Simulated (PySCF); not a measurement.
# What a mistake does to a calculation on C2GeH8N

Calculated results; nothing here was measured. They come from PySCF 2.14.0, an open-source quantum chemistry program, on an isolated molecule that a program drew, which may never have been made. The molecule is C2GeH8N (charge 0, doublet), drawn as the SMILES string `C[CH2][GeH][NH2]`.

Each row is a Hartree-Fock (HF) and frozen-core CCSD(T) single point in the cc-pVDZ basis, meant for a local HF minimum. Run 1 is clean. Each other run has one planted mistake out of seven kinds, and not every kind appears here: one electron removed, one electron added, multiplicity raised by two, geometry at a saddle point, minimal basis STO-3G, one bond length entered in bohr, all coordinates scaled. The reference is restricted for singlets and unrestricted otherwise, and also for a bond in bohr. Adding or removing an electron swaps singlet and doublet. Electrons count all cores. HOMO and LUMO are orbital energies over both spins, the gradient is its largest component, and the lowest frequency (negative if imaginary) is given only where the gradient is small. Bond lengths are over the 11 bonds as drawn. T1 is the CCSD diagnostic: over 0.02 (restricted) or 0.045 (unrestricted) a single reference is doubtful. Germanium has the cc-pVDZ-PP basis, with a core potential (ECP10MDF) in place of its 10 inner electrons, and its 3s, 3p and 3d shells are frozen in CCSD(T).

Geometry of the clean run:
```xyz
12
C2GeH8N, angstrom
C    -1.6032    2.2222    1.7621
C    -1.2724    0.7643    2.0880
Ge    0.3674    0.0701    1.2237
N     0.1375    0.1702   -0.6114
H    -1.7503    2.3676    0.6888
H    -0.8058    2.8973    2.0839
H    -2.5229    2.5387    2.2610
H    -1.1571    0.6289    3.1669
H    -2.0876    0.1071    1.7698
H     0.5462   -1.4328    1.5398
H     0.1030    1.1041   -0.9837
H     0.8205   -0.3436   -1.1424
```

```
run,electrons,basis functions,<S^2>,HOMO (eV),LUMO (eV),gradient (hartree/bohr),lowest frequency (cm^-1),mean bond (Å),longest bond (Å),T1,HF (hartree),CCSD(T) (hartree),mistake
1,59,105,0.757,-7.88,1.84,1.7e-05,52,1.3079,1.979,0.0132,-428.20462,-428.82427,no fault
2,59,105,0.754,-7.37,2.45,1.1e-01,-,1.1850,1.793,0.0109,-428.08514,-428.68349,all coordinates scaled
3,60,105,0.000,0.06,8.93,7.6e-02,-,1.3079,1.979,0.0105,-428.16780,-428.81276,one electron added
4,59,105,3.761,-2.72,-0.46,1.0e-01,-,1.3079,1.979,0.0122,-427.98609,-428.58222,?
```

**Which mistake was planted in run 4, and what did it cost?**

Electrons, basis and geometry are unchanged, and <S^2> is 3.761, beside S(S+1) = 3.75 for a multiplicity of 4. So the mistake is: multiplicity raised by two. Subtracting run 1 and multiplying by 627.51 kcal/mol a hartree, the energy moved by 137.1 kcal/mol in HF and 151.9 kcal/mol in CCSD(T).

Cautions from the logs. Run 3: the HOMO is above zero, so the electron isn't bound and the energy depends on the basis.
